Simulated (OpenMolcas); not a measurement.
**Lu I: effect of the level shift or regulariser**

```json
{"Program": "OpenMolcas", "Basis": "ANO-RCC-VQZP [9s8p6d4f3g2h]", "Scalar Hamiltonian": "DKH2, point nucleus", "Active space": "3 electrons in 6 orbitals (5d 6s)", "State averaging": "2S+1 = 2 even, 29 roots; 2S+1 = 4 even, 10 roots kept (CI in the orbitals of an earlier block)", "Spin-orbit coupling": "RASSI with atomic mean-field integrals over the reference wave functions, term energies averaged over their components"}
```

Methods on the same reference wave functions:
A. CASSCF
B. MS-CASPT2, IPEA 0.25 Eh, imaginary shift 0.1 Eh (closed shells correlated: 5s 5p)
C. MS-CASPT2, IPEA 0.25 Eh, imaginary shift 0.3 Eh (closed shells correlated: 5s 5p)

Energies in eV above 5d 6s² ²D_3/2, the measured ground level; measured values from NIST Handbook of Basic Atomic Spectroscopic Data.

```
               Level       A       B       C  Measured
       5d 6s² ²D_3/2  0.0000  0.0000  0.0000    0.0000
       5d 6s² ²D_5/2  0.2268  0.2358  0.2338    0.2472
       5d² 6s ⁴F_3/2  1.7810   2.143   2.116    2.3373
       5d² 6s ⁴F_5/2  1.8646   2.227   2.200    2.4057
       5d² 6s ⁴F_7/2  1.9821   2.352   2.323    2.5103
       5d² 6s ⁴F_9/2  2.1254   2.495   2.466    2.6337
       5d² 6s ⁴P_1/2  2.6712   2.889   2.871    2.6622
       5d² 6s ⁴P_3/2  2.7134   2.910   2.903    2.7856
5d² 6s ²D_3/2 [70 %]  3.1654   3.022   3.069    3.0399
       5d² 6s ²G_9/2  3.4010   3.356   3.347    3.3068
       5d² 6s ²P_1/2  3.5707   3.455   3.513    3.5699
       5d² 6s ²P_3/2  3.6993   3.583   3.640    3.7118
```

Deviations, from unrounded energies. A percentage is the sum of absolute deviations over the sum of measured energies, with the sign that they share, or ± where signs differ.

| Against measurement | Levels | A | B | C |
| --- | --- | --- | --- | --- |
| mean absolute deviation (cm-1) | 11 | 1800 | 990 | 970 |
| fine structure of the ground term (%) | 1 | -8.2 | -4.6 | -5.4 |
| other configurations (%) | 10 | ±8.5 | ±4.6 | ±4.5 |

B, C lie about equally close to measurement and A furthest from it. The largest miss of C in the table is 5d² 6s ⁴F_3/2, by -1800 cm-1. The ranking rests on the paired levels alone, and a cruder setting can come out closer through cancelling errors.

Between B and C the level of the table that moves most is 5d² 6s ²P_1/2, by 470 cm-1 (lowest in B, highest in C). Moves below CASPT2's spread within the term are not significant.

The mean deviations of B to C differ by less than CASPT2's widest spread within a term (1000 cm-1), so their order carries little weight.

The lowest spin-free term lies below A's lowest term by 0.251 hartree in B, 0.249 hartree in C.

Term energies are means over components that CASPT2 splits; among the terms shown or strongly mixed into the levels shown the widest spread is 1000 cm-1 (5d² 6s ²G, B). Terms from blocks run as CI alone lack orbitals of their own. A single d shell beside an s shell can misplace configurations of different d count against each other. Without dynamic correlation excited terms often stand tens of per cent too high (terms of higher spin than the ground term too low), and those without a measured partner can miss by more than the paired ones (holds for A). Some levels mix across a computed gap that differs much from the measured one, so their mixing is not that of the real levels (holds for B; C). The CASPT2 spread within a term exceeds the gap to the next term for 5d² 6s ⁴P and 5d² 6s ²D, so the order of their levels is uncertain, and so are names and mixing where such terms share a J (holds for B). Computed and measured levels are paired by configuration, term and J; levels that our copy of the source lacks, or whose pairing is in doubt (as where it misses far off the trend of its configuration), stay unpaired and out of the deviations. Only configurations of the active space appear. The table leaves out levels that lie high or whose names do not pair safely across all columns.

A share in square brackets marks a mixed level and gives the weight of the term that names it, the lowest over the columns.
